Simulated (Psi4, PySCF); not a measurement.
Conformational energy of CH7FGeSi, SMILES FC[SiH2][GeH3], singlet. Scanned: dihedral F1–C2–Si3–Ge4; all other coordinates were relaxed at GFN2-xTB. Points at φ and −φ are mirror images. Heavy atoms are numbered in the order of the SMILES FC[SiH2][GeH3], hydrogens after them in the order of the atoms that carry them; the mirror image has the same energies with the sign of each dihedral reversed.

Levels of theory: RHF/STO-3G = restricted Hartree-Fock/STO-3G // GFN2-xTB (PySCF); PBE0/def2-TZVP // GFN2-xTB (Psi4); wB97X-D/def2-TZVP // GFN2-xTB (Psi4).

Energies in kcal/mol, each method relative to its own lowest point.

```
φ / °  RHF/STO-3G  PBE0/def2-TZVP  wB97X-D/def2-TZVP
-----  ----------  --------------  -----------------
-150          0.7             0.9                0.9
-120          1.4             2.0                2.0
-90           0.9             1.0                1.0
-60           0.6             0.1                0.0
-30           1.5             1.2                1.1
0             1.5             2.0                1.9
30            1.5             1.2                1.1
60            0.6             0.1                0.0
90            0.9             1.0                1.0
120           1.4             2.0                2.0
150           0.7             0.9                0.9
180           0.0             0.0                0.0
```
